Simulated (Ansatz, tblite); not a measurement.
Removing and adding an electron: VOCl3 (VCl₃O). Total charge 0; singlet. Geometry: PBE0-D4/def2-SVP. Ansatz, gas phase; energy differences of separate SCF runs; the oxidised species was run as a doublet alone; the reduced species was run as a doublet alone.

```xyz
5

V    -0.075    0.025   -0.037
O    -1.389    0.464   -0.679
Cl    1.367   -0.200   -1.584
Cl   -0.418   -1.823    0.959
Cl    0.516    1.534    1.341
```

The xTB rows come from tblite. HOMO above LUMO, or a gap near zero within one spin, warns that the state may not be the lowest or that an electron is smeared out.

```tsv
level	−HOMO (eV)	vertical IE (eV)	−LUMO (eV)	vertical EA (eV)	HOMO–LUMO gap (eV)	IE − EA (eV)	remarks
GFN1-xTB	13.82	16.30	11.35	8.59	2.47	7.71	–
GFN2-xTB	12.64	15.28	10.23	7.58	2.42	7.70	–
r2SCAN-D4/def2-TZVPD	8.71	–	5.21	2.56	3.50	–	HOMO above zero (-1 doublet), restricted SCF unstable in HF (singlet)
PBE0-D4/def2-TZVP	9.69	11.63	4.38	–	5.31	–	restricted SCF unstable in HF (singlet)
```

(1) Estimate the rows for PBE-D4/def2-TZVPD, r2SCAN-D4/def2-TZVP, PBE0-D4/def2-TZVPD.

Results:

(1) 
```json
{"level": "PBE-D4/def2-TZVPD", "−HOMO (eV)": "8.34", "vertical IE (eV)": "–", "−LUMO (eV)": "5.14", "vertical EA (eV)": "2.26", "HOMO–LUMO gap (eV)": "3.21", "IE − EA (eV)": "–", "remarks": "HOMO above zero (-1 doublet), restricted SCF unstable in HF (singlet)"}
{"level": "r2SCAN-D4/def2-TZVP", "−HOMO (eV)": "8.69", "vertical IE (eV)": "11.45", "−LUMO (eV)": "5.19", "vertical EA (eV)": "–", "HOMO–LUMO gap (eV)": "3.50", "IE − EA (eV)": "–", "remarks": "gap within one spin near zero (+1 doublet), restricted SCF unstable in HF (singlet)"}
{"level": "PBE0-D4/def2-TZVPD", "−HOMO (eV)": "9.71", "vertical IE (eV)": "–", "−LUMO (eV)": "4.40", "vertical EA (eV)": "3.05", "HOMO–LUMO gap (eV)": "5.31", "IE − EA (eV)": "–", "remarks": "restricted SCF unstable in HF (singlet)"}
```

Run but left out: PBE-D4/def2-TZVP (charge +1 doublet: an occupied level 0.07 eV above an empty one).   A HOMO above zero means that the electron is unbound at that level or that self-interaction error raises the level; the energy of removing that electron tells which. Raw xTB energy differences between charge states are shifted by several eV; the methods need an empirical correction for them.
